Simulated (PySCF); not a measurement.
Si(Cl)2(OH)(SH) (Cl₂H₂OSSi), SMILES [Si](O)(Cl)(S)Cl.

Geometry optimised at PBE0-D3(BJ)/def2-SVP. This is a generated structure with no PubChem entry under its InChIKey; it may be hypothetical. One conformer was computed; it need not be the lowest.

The numbers are results of PySCF with PBE0-D3(BJ)/def2-SVP, not measurements.

Frequencies are harmonic and unscaled.

```json
[
 {"mode": "1", "ν (cm⁻¹)": "110", "IR (km/mol)": "8.3", "Raman (Å⁴/amu)": "6.4", "depolarisation": "0.75", "moving atoms (share of kinetic energy)": "H 52 %, Cl 26 %, O 13 %"},
 {"mode": "2", "ν (cm⁻¹)": "137", "IR (km/mol)": "13.3", "Raman (Å⁴/amu)": "2.0", "depolarisation": "0.73", "moving atoms (share of kinetic energy)": "Cl 42 %, S 31 %, H 13 %, O 11 %"},
 {"mode": "3", "ν (cm⁻¹)": "186", "IR (km/mol)": "2.0", "Raman (Å⁴/amu)": "1.2", "depolarisation": "0.75", "moving atoms (share of kinetic energy)": "H 41 %, Cl 38 %, S 12 %"},
 {"mode": "4", "ν (cm⁻¹)": "222", "IR (km/mol)": "33.2", "Raman (Å⁴/amu)": "3.3", "depolarisation": "0.70", "moving atoms (share of kinetic energy)": "H 37 %, Cl 21 %, S 18 %, Si 13 %, O 10 %"},
 {"mode": "5", "ν (cm⁻¹)": "224", "IR (km/mol)": "15.2", "Raman (Å⁴/amu)": "2.4", "depolarisation": "0.62", "moving atoms (share of kinetic energy)": "Cl 37 %, H 23 %, Si 18 %, O 12 %, S 10 %"},
 {"mode": "6", "ν (cm⁻¹)": "263", "IR (km/mol)": "19.4", "Raman (Å⁴/amu)": "2.9", "depolarisation": "0.74", "moving atoms (share of kinetic energy)": "O 43 %, Cl 20 %, S 19 %, H 10 %, Si 9 %"},
 {"mode": "7", "ν (cm⁻¹)": "306", "IR (km/mol)": "77.4", "Raman (Å⁴/amu)": "1.7", "depolarisation": "0.72", "moving atoms (share of kinetic energy)": "O 44 %, H 36 %, Cl 15 %"},
 {"mode": "8", "ν (cm⁻¹)": "449", "IR (km/mol)": "11.3", "Raman (Å⁴/amu)": "13.3", "depolarisation": "0.01", "moving atoms (share of kinetic energy)": "Cl 46 %, S 25 %, Si 13 %, O 12 %"},
 {"mode": "9", "ν (cm⁻¹)": "598", "IR (km/mol)": "175.1", "Raman (Å⁴/amu)": "2.6", "depolarisation": "0.73", "moving atoms (share of kinetic energy)": "Si 58 %, Cl 27 %, H 12 %"},
 {"mode": "10", "ν (cm⁻¹)": "613", "IR (km/mol)": "183.7", "Raman (Å⁴/amu)": "1.8", "depolarisation": "0.74", "moving atoms (share of kinetic energy)": "Si 63 %, Cl 19 %, S 15 %"},
 {"mode": "11", "ν (cm⁻¹)": "755", "IR (km/mol)": "21.2", "Raman (Å⁴/amu)": "8.0", "depolarisation": "0.75", "moving atoms (share of kinetic energy)": "H 82 %"},
 {"mode": "12", "ν (cm⁻¹)": "816", "IR (km/mol)": "264.8", "Raman (Å⁴/amu)": "2.1", "depolarisation": "0.28", "moving atoms (share of kinetic energy)": "H 69 %, O 21 %, Si 9 %"},
 {"mode": "13", "ν (cm⁻¹)": "951", "IR (km/mol)": "93.0", "Raman (Å⁴/amu)": "2.9", "depolarisation": "0.23", "moving atoms (share of kinetic energy)": "O 44 %, Si 41 %, H 14 %"},
 {"mode": "14", "ν (cm⁻¹)": "2709", "IR (km/mol)": "1.9", "Raman (Å⁴/amu)": "134.8", "depolarisation": "0.29", "moving atoms (share of kinetic energy)": "H 97 %"},
 {"mode": "15", "ν (cm⁻¹)": "3911", "IR (km/mol)": "137.0", "Raman (Å⁴/amu)": "111.0", "depolarisation": "0.30", "moving atoms (share of kinetic energy)": "H 94 %"}
]
```
